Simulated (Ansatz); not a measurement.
Z-matrix (Å, degrees):
```
Si
In 1 2.572
N 1 1.729 2 109.0
H 1 1.501 2 108.8 3 -126.2
H 1 1.491 2 111.6 3 118.5
H 2 1.735 1 120.6 3 20.5
H 2 1.730 1 122.7 3 -160.1
H 3 1.008 1 120.1 2 176.6
H 3 1.007 1 119.3 2 -40.9
```

The species carries charge 0 and has multiplicity 1. In: def2 effective core potential.

**Question.** List the r2SCAN/def2-TZVPP orbital energies in eV (the Gaussian-basis code of Ansatz). (An estimate is asked.)

**Answer.** Computed: Occupied: -1791.00, -384.83, -141.40, -125.38, -96.27, -96.25, -96.24, -82.13, -81.77, -81.76, -22.18, -19.38, -19.19, -19.16, -19.11, -19.01, -13.48, -12.53, -10.57, -9.92, -8.68, -7.12, -6.61, -6.05. Lowest empty: -2.45, -0.44, -0.13, 1.26, 1.49, 1.71, 2.18, 2.34.
